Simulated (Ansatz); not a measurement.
The cluster Si₂F₃⁻. The state is a singlet with charge -1. Geometry PBE-D4/def2-SVPD; atoms count from 1.

Cartesian coordinates in Å:
```
Si 0.057 -0.504 0.322
Si -0.978 1.426 -0.237
F 1.418 -1.426 -0.124
F 0.062 2.000 -1.520
F -0.559 -1.495 1.559
```

The structure comes from a short search, and lower isomers may exist.

Question: Estimate the Mulliken populations from the PBE0/def2-TZVPD orbitals of Ansatz.

Answer: 
| atom | charge (e) |
| --- | --- |
| Si1 | 0.36 |
| Si2 | -0.17 |
| F3 | -0.40 |
| F4 | -0.41 |
| F5 | -0.38 |
Mulliken values depend strongly on the basis. With diffuse functions, as here, like atoms can get unlike values, and bond orders can come out too low or too high.

Question: And the Mayer bond orders between heavy atoms (over 0.3)?

Answer: Si1–Si2 1.58 (2.26 Å); Si1–F3 0.87 (1.70 Å); Si1–F5 0.91 (1.70 Å); Si2–F4 0.81 (1.75 Å).
